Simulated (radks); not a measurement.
The numbers below are computed, except where a source is named.
Species: the platinum ion Pt4+. Configuration: [Xe] 4f14 5d6. Level of theory: non-relativistic Kohn-Sham, PBE, spin-polarised, spherical densities, point nucleus; open shells are filled with parallel spins first (spin-orbit coupling, left out, can overturn this in heavy ions); relativity is left out, which matters for an element this heavy (a radial shooting solver on a logarithmic mesh with Libxc functionals).

Radial electron density D(r) = 4 pi r^2 rho(r):

```
   r/bohr * D(r) (the largest magnitude, 139, reaches the edge; | marks zero)
 0.001354 |  *
 0.001821 |   *
 0.002448 |      *
 0.003291 |          *
  0.00446 |                *
 0.005996 |                       *
 0.008062 |                               *
  0.01084 |                                     *
  0.01457 |                                       *
  0.01975 |                                     *
  0.02655 |                                   *
   0.0357 |                                         *
    0.048 |                                                   *
  0.06453 |                                                      *
  0.08676 |                                               *
   0.1176 |                                              *
   0.1581 |                                                   *
   0.2125 |                                      *
   0.2858 |                            *
   0.3842 |                                 *
   0.5165 |                         *
      0.7 |           *
   0.9412 |       *
    1.265 |    *
    1.701 | *
    2.287 *
    3.075 *
    4.168 *
```

D(r) has 4 maxima, at r = 0.0145, 0.0596, 0.154, 0.394 bohr, and minima at 0.0253, 0.103, 0.281 bohr, inside which lie 1.94, 11.43, 30.34 electrons.
